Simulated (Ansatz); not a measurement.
## Four-centre ligand exchange

Start structure (Si2H7OF, singlet), relaxed at PBE0-D4/def2-TZVP:

```json
{"atom": "Si1", "x (Å)": "-0.0329", "y (Å)": "-0.8451", "z (Å)": "-1.0453"}
{"atom": "F2", "x (Å)": "0.7015", "y (Å)": "0.3488", "z (Å)": "-1.8572"}
{"atom": "H3", "x (Å)": "0.4521", "y (Å)": "-2.1029", "z (Å)": "-1.6751"}
{"atom": "H4", "x (Å)": "-1.4904", "y (Å)": "-0.7231", "z (Å)": "-1.3123"}
{"atom": "Si5", "x (Å)": "0.4730", "y (Å)": "-0.7406", "z (Å)": "1.2419"}
{"atom": "H6", "x (Å)": "-0.0107", "y (Å)": "2.0906", "z (Å)": "-0.6798"}
{"atom": "O7", "x (Å)": "-0.4894", "y (Å)": "1.9465", "z (Å)": "0.1422"}
{"atom": "H8", "x (Å)": "-0.7217", "y (Å)": "-0.3601", "z (Å)": "2.0353"}
{"atom": "H9", "x (Å)": "0.9177", "y (Å)": "-2.0903", "z (Å)": "1.6948"}
{"atom": "H10", "x (Å)": "1.5835", "y (Å)": "0.2169", "z (Å)": "1.4742"}
{"atom": "H11", "x (Å)": "-1.3826", "y (Å)": "2.2593", "z (Å)": "-0.0185"}
```

The step: Si₂H₅F ([F][SiH2][SiH3]) + H₂O → Si₂H₆O ([OH][SiH2][SiH3]) + HF; bonds formed: Si1–O7, F2–H6; bonds broken: Si1–F2, H6–O7. Program: Ansatz 0.2.0. Basis: def2-TZVPP and def2-QZVPP. Cores are frozen in the correlated methods. Extrapolation: Hartree–Fock as exp(−7.88 √X), correlation as X^−2.97. Energies below are by CCSD(T) at an estimated basis limit (MP2 extrapolated from triple and quadruple zeta, plus CCSD(T) − MP2 in triple zeta).

Q: What are the electronic barrier and the energy of the step, from the start structure to the end structure? (Judge from chemistry; the value comes from the calculation.)

A: Computed: Barrier 1.352 eV; step energy 0.240 eV (uphill); reverse barrier, their difference, 1.111 eV. Barrier and step energy count from the start structure, the reverse barrier from the end structure.

The saddle point: One imaginary mode of 524i cm⁻¹.
| pair | start (Å) | saddle (Å) | end (Å) |
| --- | --- | --- | --- |
| Si1–O7 | 3.07 | 1.84 | 1.68 |
| F2–H6 | 2.22 | 1.30 | 0.94 |
| Si1–F2 | 1.62 | 1.99 | 3.60 |
| H6–O7 | 0.96 | 1.08 | 1.65 |

Zero-point energy (harmonic, PBE0-D4): ZPE is 1.862 eV at the start and 1.835 eV at the saddle, so the barrier goes from 1.352 to 1.324 eV.

T1 diagnostic: at most 0.013.

The step is the kind of ligand exchange by which a precursor binds to a hydroxyl group, or is hydrolysed, in atomic layer deposition of oxides.

Labels in which every atom is bracketed show which atoms are joined, not bond orders.

For scale, one of the runs: CCSD(T)/def2-TZVPP, 244 basis functions, launched by `ansatz run in.yaml --threads 4 --pin off --events-out ev --progress --plain --max-ram 9574MiB`. Time: 96 s of wall clock on 4 CPU threads of an Arm Neoverse V2; the host was shared. Peak host memory: 4.7 GiB.
